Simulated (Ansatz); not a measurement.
Reaction (atomization): `B[Si](C)(O)F` → B• + C• + F• + 6 H• + O• + Si•

Computed with Ansatz on PBE0-D4/def2-TZVP structures; ΔE is electronic, products minus reactants. CCSD(T)/CBS adds triple-zeta CCSD(T) − MP2 to the extrapolated MP2 energy (def2 sets, frozen cores). This one scheme is used for every species, atoms too. For atomizations the MP2-based limit and the directly extrapolated one differ by several kJ/mol either way, and by 10 to 25 for some Ge, Se and Sn compounds, so smaller differences from it don't rank the levels. Open shells (•) are unrestricted, without spin–orbit coupling. Spin–orbit coupling would lower the free atoms: a little for B, C, F, O, Si. One conformer a species, not always the lowest.

```tsv
species	CCSD(T)/CBS(def2) energy (Eh)
`B[Si](C)(O)F`	-530.60219
B•	-24.60433
C•	-37.79194
F•	-99.66871
H•	-0.50000
O•	-75.00631
Si•	-288.94402
```

Task: Work out ΔE.

Result: ΔE = 6 × (-0.50000) + (-24.60433) + (-37.79194) + (-99.66871) + (-75.00631) + (-288.94402) − (-530.60219) = 1.58688 Eh = +43.18 eV.

Largest T1 diagnostic among the species: 0.014.

From r2SCAN to r2SCAN0 (25 % exact exchange), in def2-TZVPP and without D4, ΔE moves by −0.62 eV: exact exchange takes away binding that semilocal exchange gives to molecules. The D4 term adds +0.34 eV with B3LYP and +0.18 eV with PBE0; it sums over pairs of atoms, weighted by their polarisabilities, and B3LYP, whose exchange is more repulsive, gets the larger term.

B3LYP here is the variant with VWN-RPA as its local correlation; programs differ in this.
